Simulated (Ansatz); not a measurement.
Reaction (ligand exchange at the Si–O bond): `CO[Si](N)(O)O` + H₂Te → `N[Si](O)(O)[TeH]` + CH₃OH

Gas-phase electronic energies from Ansatz, PBE0-D4/def2-TZVP geometries. CBS: MP2 limit from def2 TZ/QZ plus the TZ coupled-cluster correction, frozen cores. This one scheme is used for every species. DFT in def2-TZVPP. B3LYP here is the variant with VWN-RPA as its local correlation; programs differ in this. def2 core potentials past Kr. For Te outer-core shells are correlated without core-valence functions, which leaves a few kJ/mol of doubt a bond. Each species was taken in one conformer, which may not be the lowest.

`CO[Si](N)(O)O`:

Z-matrix (Å, degrees):
```
C
O 1 1.407
H 1 1.097 2 111.3
H 1 1.092 2 108.3 3 -118.9
H 1 1.095 2 111.4 3 121.5
Si 2 1.634 1 124.1 3 -63.3
O 6 1.640 2 104.7 1 -52.2
N 6 1.697 2 118.4 1 67.8
O 6 1.632 2 105.2 1 -174.9
H 7 0.958 6 116.1 2 177.4
H 8 1.006 6 121.1 2 76.5
H 8 1.005 6 122.0 2 -78.0
H 9 0.958 6 115.3 2 25.9
```

H₂Te:

```xyz
3

Te   -0.110    0.716    0.283
H     1.043   -0.455    0.487
H    -0.934   -0.261   -0.770
```

`N[Si](O)(O)[TeH]`:

```xyz
10

N    -0.237    0.279   -1.465
Si    0.187   -0.218    0.104
O     1.316    0.886    0.541
O     0.689   -1.776    0.100
Te   -1.603   -0.392    1.843
H    -0.982   -0.183   -1.961
H    -0.183    1.257   -1.697
H     1.489    0.952    1.482
H     1.305   -2.016   -0.597
H    -1.980    1.211    1.650
```

CH₃OH:

```xyz
6

C     0.021    0.146    0.324
O    -0.449   -0.726   -0.678
H    -0.538   -0.081    1.233
H    -0.150    1.200    0.075
H     1.088    0.004    0.536
H     0.028   -0.542   -1.490
```

Question: Is it downhill or uphill in electronic energy at CCSD(T)/CBS, and by how much? (Estimate.)

Answer: The calculation gave: Uphill: ΔE = +0.56 eV.

Question: What do these levels give: r2SCAN-D4, r2SCAN, B3LYP, HF/def2-QZVPP, HF/CBS(def2), CCSD/CBS(def2)? (Estimate.)

Answer: The calculation gave: r2SCAN-D4 0.58, r2SCAN 0.58, B3LYP 0.63, HF/def2-QZVPP 0.83, HF/CBS(def2) 0.83, CCSD/CBS(def2) 0.60 eV.

Largest T1 diagnostic among the species: 0.011.

In def2-TZVPP, CCSD(T) changes the Hartree–Fock value by −0.16 eV (the triples alone add −0.04 eV) and MP2 by −0.26 eV. From PBE to PBE0 (25 % exact exchange), in def2-TZVPP and without D4, ΔE moves by +0.07 eV.
